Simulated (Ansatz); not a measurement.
H$_{6}$OSeSi$_{2}$, SMILES `O[SiH2][SiH2][SeH]`, charge 0, multiplicity 1.

Problem. Give a relaxed structure at PBE0-D4/def2-TZVP (the Gaussian-basis code of Ansatz). (An estimate is asked.)

Solution. The calculation gave: 
Z-matrix (Å, degrees):
```
Si
Si 1 2.344
O 1 1.649 2 106.7
H 1 1.492 2 108.1 3 -120.7
H 1 1.484 2 114.0 3 118.5
Se 2 2.303 1 103.9 3 39.4
H 2 1.487 1 115.7 3 161.3
H 2 1.486 1 113.2 3 -71.6
H 3 0.963 1 114.6 2 -31.9
H 6 1.470 2 93.2 1 62.1
```
This is one stationary point; other conformers may exist.
